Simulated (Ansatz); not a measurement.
Cartesian coordinates in Å:
```
O 1.691 -2.168 -0.912
Si 1.557 -0.545 -0.723
O 1.196 0.229 -2.129
C 0.157 -0.296 0.461
C -0.834 0.572 0.231
Si -2.260 0.847 1.398
H 2.407 -2.505 -1.451
H 2.848 0.013 -0.225
H 1.860 0.818 -2.487
H 0.143 -0.879 1.382
H -0.808 1.139 -0.701
H -2.314 2.270 1.833
H -2.089 -0.027 2.589
H -3.553 0.532 0.733
```

Total charge 0; spin multiplicity 1.

Problem. List the PBE0/def2-TZVPP orbital energies in eV (Ansatz 0.2.0). (An estimate is asked.)

Solution. Ansatz gave: Occupied: -1803.21, -1802.32, -522.75, -522.68, -278.37, -278.22, -145.39, -144.69, -100.08, -100.06, -100.03, -99.34, -99.34, -99.33, -28.44, -27.94, -21.52, -16.84, -15.62, -14.84, -14.36, -12.78, -11.92, -11.39, -10.59, -10.27, -9.86, -9.57, -9.37, -9.13, -8.24, -8.01. Lowest empty: -0.97, 0.65, 0.94, 1.22, 1.45, 1.80, 2.02, 2.49.
